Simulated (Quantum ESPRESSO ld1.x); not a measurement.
Q: All-electron atom: Re4+ in [Xe] 4f14 5d2 6d1 (not the ground configuration). Calculated with ld1.x of Quantum ESPRESSO 7.5: scalar-relativistic Kohn-Sham, B86b exchange with PBE correlation, spin-unpolarised, spherical densities, point nucleus. Some entries of the table are withheld. Estimate them.

| orbital | occ. | eigenvalue (hartree) | <1/r> (bohr^-1) |
|---|---|---|---|
| 1s | 2 | -2635.91 | 88.81 |
| 2s | 2 | -458.617 | 20.77 |
| 2p | 6 | -400.421 | (1) |
| 3s | 2 | -107.665 | 7.695 |
| 3p | 6 | -90.5076 | 7.086 |
| 3d | 10 | -71.0760 | 6.691 |
| 4s | 2 | -23.9980 | 3.275 |
| 4p | 6 | -18.3717 | 2.971 |
| 4d | 10 | -11.3160 | 2.648 |
| 5s | 2 | -5.02803 | 1.308 |
| 5p | 6 | -3.58585 | 1.120 |
| 4f | 14 | (2) | 2.170 |
| 5d | 2 | -1.89656 | 0.8304 |
| 6s | 0 | -1.59061 | 0.5548 |
| 6p | 0 | -1.23546 | 0.4656 |
| 6d | 1 | -0.81834 | 0.3535 |
| 5f | 0 | -0.75490 | 0.3976 |
| 7d | 0 | -0.45683 | 0.2131 |

A: 
(1) 2p <1/r> (bohr^-1): 18.75
(2) 4f eigenvalue (hartree): -3.48144
